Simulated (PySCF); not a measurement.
Precursor series Cd Cl-OH. All species are isolated molecules in the gas phase. One relaxed conformer stands for each flexible species; it need not be the lowest.

These are PBE-D3(BJ)/def2-TZVP // TPSS-D3(BJ)/def2-SVP in PySCF values and carry that method's errors. 

| species | LUMO (eV) | coordination number | charge on the central atom (Mulliken) (e) | HOMO (eV) | mean distance from the central atom to its bonded neighbours (Å) |
|---|---|---|---|---|---|
| 0 of 2 Cl replaced by OH | -3.23 | 2 | 0.74 | (withheld) | 2.289 |
| 1 of 2 Cl replaced by OH ([Cd(Cl)(OH)]) | (withheld) | 2 | 0.76 | -6.77 | 2.135 |
| 2 of 2 Cl replaced by OH | -2.46 | 2 | 0.77 | (withheld) | 1.976 |

### Question
What belongs in the gaps?

### Answer

- 0 of 2 Cl replaced by OH, HOMO (eV): -7.52
- 1 of 2 Cl replaced by OH ([Cd(Cl)(OH)]), LUMO (eV): -2.85
- 2 of 2 Cl replaced by OH, HOMO (eV): -6.22
